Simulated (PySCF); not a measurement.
**Deuteron quadrupole couplings in `[SiH3]Cc1csc2cc[nH]c12`**

C7H9NSSi.
Atom-mapped SMILES: `[SiH3:1][CH2:2][c:3]1[cH:4][s:5][c:6]2[cH:7][cH:8][nH:9][c:10]12` (hydrogens: H11, H12, H13 on Si1; H14, H15 on C2; H16 on C4; H17 on C7; H18 on C8; H19 on N9)

Structure used (GFN2-xTB), in Å, numbered top down from 1:
```xyz
19
C7H9NSSi angstrom
Si    -2.636    0.010   -0.753
C     -1.452    1.274    0.054
C     -0.332    0.581    0.748
C     -0.231    0.372    2.088
S      1.184   -0.515    2.585
C      1.691   -0.633    0.936
C      2.730   -1.160    0.147
C      2.415   -0.840   -1.148
N      1.240   -0.142   -1.186
C      0.778   -0.007    0.088
H     -3.654    0.746   -1.506
H     -1.871   -0.837   -1.674
H     -3.244   -0.811    0.291
H     -1.047    1.945   -0.708
H     -1.998    1.890    0.769
H     -0.915    0.694    2.848
H      3.593   -1.699    0.483
H      2.950   -1.061   -2.051
H      0.790    0.201   -2.017
```

Level: PBE0/pcSseg-1 (PySCF, non-relativistic); Q(2H) = 0.00286 b; rigid geometry, the same for H and D, with no vibrational averaging.

Question: Rank these positions by the coupling χzz of a deuteron there, largest first.
A. H17 (aromatic hydrogen)
B. H11 (Si–H hydrogen)
C. H15 (methylene hydrogen)
D. H18 (aromatic hydrogen)
E. H19 (N–H hydrogen)

Answer: E (278 kHz), A (236 kHz), D (231 kHz), C (210 kHz), B (109 kHz).

Q: Give the electric field gradient Vzz (the principal value of largest size), its asymmetry and the 2H coupling at each hydrogen.

A: 
| atom | bonded to | bond length (Å) | Vzz (au) | η | χzz (kHz) |
| --- | --- | --- | --- | --- | --- |
| H11 | Si1 | 1.464 | 0.1623 | 0.00 | 109 |
| H12 | Si1 | 1.466 | 0.1608 | 0.03 | 108 |
| H13 | Si1 | 1.461 | 0.1646 | 0.01 | 111 |
| H14 | C2 | 1.092 | 0.3103 | 0.04 | 208 |
| H15 | C2 | 1.090 | 0.3125 | 0.04 | 210 |
| H16 | C4 | 1.072 | 0.3470 | 0.11 | 233 |
| H17 | C7 | 1.071 | 0.3511 | 0.08 | 236 |
| H18 | C8 | 1.072 | 0.3439 | 0.11 | 231 |
| H19 | N9 | 1.005 | 0.4139 | 0.16 | 278 |

Q: Average by the element that carries the hydrogen.

A: on Si: 109 kHz over 3 positions, mean bond length 1.464 Å; on C: 224 kHz over 5 positions, mean bond length 1.080 Å; on N: 278 kHz over 1 position, mean bond length 1.005 Å.

Geometry: GFN2-xTB, one conformer, isolated molecule. GFN2-xTB bond lengths can be off by several hundredths of an ångström, more for odd bonds, and the gradients follow them. With a basis this small, the couplings can be 20 % off.

These values come from a run that also computed NMR shieldings. Time: 52 s wall; peak memory 1.1 GiB. Hardware: one thread, Arm Neoverse V2 (aarch64), shared host with 96 logical CPUs at a one-minute load of 61.
